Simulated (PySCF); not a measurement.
AlClFH₃Si. Atoms are numbered in the order given.

```xyz
7

Al    -0.0787    -0.1860     0.3716
Cl     1.9175    -0.6796    -0.1005
F     -0.6706    -0.8069     1.8135
Si    -1.4528     1.1969    -1.0865
H     -2.8072     1.4566    -0.4864
H     -1.6292     0.5067    -2.4139
H     -0.7627     2.5127    -1.3335
```

Geometry optimised at PBE-D3(BJ)/def2-SVP.

Method: B3LYP/def2-TZVPD in PySCF.

The molecule is in vacuum.

Computed frontier levels, gap, dipole moment and polarisability:
| Item | Result |
|---|---|
| highest occupied level | -8.37 eV |
| lowest empty level | -1.97 eV |
| orbital gap | 6.40 eV |
| dipole moment | 1.90 D |
| quadrupole, principal values (traceless, Buckingham form, about the centre of nuclear charge) | -6.41, -1.31, 7.72 D·Å |
| mean static polarisability | 72.5 bohr³ (10.74 Å³) |
| polarisability, principal values | 60.3, 67.1, 90.1 bohr³ |
